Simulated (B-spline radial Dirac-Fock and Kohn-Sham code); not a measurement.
# Kohn-Sham estimates against Dirac-Fock for the levels of Ti⁷⁺

System: titanium as Ti⁷⁺ in the configuration [Ne] 3s2 3p3.

The density-functional columns are spherical, spin-unpolarised Dirac-Kohn-Sham results without Breit or QED terms: −ε is minus the orbital energy of the initial state and ΔSCF the difference of two total energies. The reference in the last column comes from Dirac-Fock energy differences between relaxed states, corrected for Breit and QED terms. All numbers are from a B-spline atomic structure program, in eV; a selection of levels is shown. The Kohn-Sham columns are given as differences from the reference.

```csv
level,PBE −ε − DF,PBE ΔSCF − DF,LDA −ε − DF,LDA ΔSCF − DF,Dirac-Fock
1s,-118.5,+20.9,-131.2,+7.7,5129.4
2s,-46.3,-15.9,-47.8,-17.3,721.3
2p3/2,-32.8,+1.4,-33.1,+1.1,613.9
3s,-11.8,+0.2,-12.0,0.0,192.3
3p,-10.4,+1.4,-10.3,+1.5,165.4
```

Values without a named source are computed, but for edge energies of neutral atoms, which are taken from tables.
